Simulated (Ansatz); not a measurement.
This geometry of CH$_{9}$NSi$_{3}$ (14 atoms, charge 0, multiplicity 1) is a first-order saddle point.

All numbers below come from RKS PBE-D4/6-31G* in Ansatz.

```xyz
14
Properties=species:S:1:pos:R:3
N -1.915 1.874 0.212
Si -0.948 0.506 0.631
Si 1.288 0.755 0.874
C 0.391 -0.113 -0.599
Si 0.636 -1.955 -0.791
H -2.690 1.844 -0.446
H -1.758 2.792 0.615
H -1.689 -0.621 1.285
H 2.142 -0.116 1.742
H 1.958 2.053 0.540
H 0.457 0.440 -1.549
H 0.561 -2.614 0.558
H 1.976 -2.292 -1.383
H -0.422 -2.580 -1.661
```

**Question.** Which two structures does it join? (They come from a converged band through this point; their orientation in space is the band's.)

**Answer.** No bond is made or broken. The height of N1 over the plane of its neighbours goes from -0.26 to 0.27 Å.

First end point:

```xyz
14
Properties=species:S:1:pos:R:3
N -2.001 1.853 0.368
Si -0.945 0.497 0.658
Si 1.288 0.754 0.900
C 0.396 -0.092 -0.590
Si 0.629 -1.934 -0.805
H -2.748 1.748 -0.322
H -1.578 2.779 0.296
H -1.703 -0.630 1.283
H 2.169 -0.112 1.747
H 1.933 2.070 0.580
H 0.472 0.463 -1.539
H 0.508 -2.614 0.530
H 1.981 -2.280 -1.366
H -0.414 -2.530 -1.712
```

Last end point:

```xyz
14
Properties=species:S:1:pos:R:3
N -1.800 1.940 0.090
Si -0.917 0.537 0.636
Si 1.322 0.758 0.870
C 0.400 -0.099 -0.595
Si 0.619 -1.945 -0.786
H -2.594 1.792 -0.536
H -2.033 2.645 0.790
H -1.674 -0.565 1.325
H 2.165 -0.139 1.722
H 2.003 2.049 0.539
H 0.454 0.451 -1.548
H 0.525 -2.608 0.559
H 1.959 -2.297 -1.371
H -0.443 -2.549 -1.666
```

**Question.** How far does it lie above each of them?

**Answer.** 1.9 kJ/mol above the first and 2.0 kJ/mol above the second. This is the barrier of this one path; another mechanism may lie lower.

Run time: 2.3 min on 2 threads of Arm Neoverse V2 (shared host), peak memory 0.16 GiB.
